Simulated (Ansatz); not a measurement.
Geometry optimisation, RKS PBE0/def2-SVP (Ansatz).

The input (input.yaml):

```yaml
crystal:
  periodic: [false, false, false]
  atoms:
    - { symbol: Hf, position_ang: [0.0, 0.0, 0.0] }
    - { symbol: O, position_ang: [0.0, 0.0, 2.07] }
    - { symbol: H, position_ang: [-0.9095, -0.2814, 2.4071] }
    - { symbol: F, position_ang: [1.8671, 0.0, -0.6593] }
    - { symbol: F, position_ang: [-0.9326, 1.6157, -0.6593] }
    - { symbol: F, position_ang: [-0.9326, -1.6157, -0.6593] }
basis:
  gaussian: { orbitals: def2-SVP }
hamiltonian:
  xc: pbe0
relax:
  f_tol: 0.02
  max_steps: 40
```

Launched with:

```bash
$ ansatz run input.yaml --threads 2 --pin off --max-ram 3072MiB --backend cpu --events-out ev --progress --plain --runs-dir out
```

Where does it end, and by what steps?

The run converged. After 7 steps the energy has fallen by 0.645 eV; H3 moved furthest, 0.58 Å.

| step | energy less start (eV) | largest force component (eV/Å) | accepted |
| --- | --- | --- | --- |
| 0 | 0.0000 | 2.201 | yes |
| 1 | -0.4442 | 1.465 | yes |
| 2 | -0.5264 | 0.404 | yes |
| 3 | -0.5583 | 0.357 | yes |
| 4 | -0.5770 | 1.446 | yes |
| 5 | -0.6056 | 0.336 | yes |
| 6 | -0.6433 | 0.321 | yes |
| 7 | -0.6453 | 0.017 | yes |

```xyz
6
Properties=species:S:1:pos:R:3
Hf -0.085 -0.025 -0.048
O -0.350 -0.106 1.838
H -0.487 -0.155 2.782
F 1.787 -0.002 -0.441
F -0.893 1.560 -0.751
F -0.880 -1.554 -0.881
```

Whether the end is a true minimum wasn't checked by a vibrational analysis.

Time of the run: 17 s on 2 threads of Intel(R) Xeon(R) Platinum 8488C (Sapphire Rapids), on a shared host, peak memory 0.2 GiB.
